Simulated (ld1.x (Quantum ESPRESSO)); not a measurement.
Results of a calculation; reference values are marked as such.
**Potentials for Cl (Z = 17) compared**

Generated with ld1.x 7.5 (TM, RRKJ, ultrasoft, PAW), atompaw 4.2 or ONCVPSP 4.0.1. The cutoff is in Ry: for ld1.x and atompaw files where the sum of valence levels is converged to 10 mRy in a Bessel basis, for ONCV files where the hardest occupied wave has 1 mHa per electron of residual kinetic energy. The error is the largest all-electron minus pseudo excitation energy over each file’s own four to seven test configurations (ionisations up to +4, promotions, holes and added fractions of an electron), all of which were solved. The labels leave out finer settings (local radius, basis sizes, second energies), which also bear on the numbers. Spin-polarised tests are not counted. The rows are a selection from randomly drawn settings: files with unsolved tests, undetermined cutoffs or missed reference levels are left out.

A true bound ghost makes a file unfit for plane-wave use even where its test errors are small: the radial tests pick states by their node count and pass the ghost by.

```tsv
potential	cutoff (Ry)	largest error (meV)	bound ghosts
PAW, LDA (PZ), non-relativistic, rc 1.45/1.30/1.25 (spd), local smoothed, core correction yes, reference 3s1.5 3p5.5	21	-82	none
TM semilocal, PBE, scalar-relativistic, rc 1.35/1.45 (sp), local p, core correction yes, reference 3s2 3p2	55	+103	none
ultrasoft, LDA (PZ), scalar-relativistic, rc 1.10/1.40/1.50 (spd), local smoothed, core correction yes, reference 3s2 3p5	35	+34	s
```

Problem. Fill in the row for Cl: ultrasoft, PW91, scalar-relativistic, rc 1.64/1.64 (sp), local smoothed, core correction yes, reference 3s2 3p4.5.

Solution. cutoff 25 Ry, largest error +149 meV, bound ghosts: none.

Problem. Fill in the row for Cl: ultrasoft, PW91, scalar-relativistic, rc 1.55/1.70 (sp), local smoothed, core correction yes, reference 3s1 3p6.

Solution. cutoff 25 Ry, largest error +150 meV, bound ghosts: none.
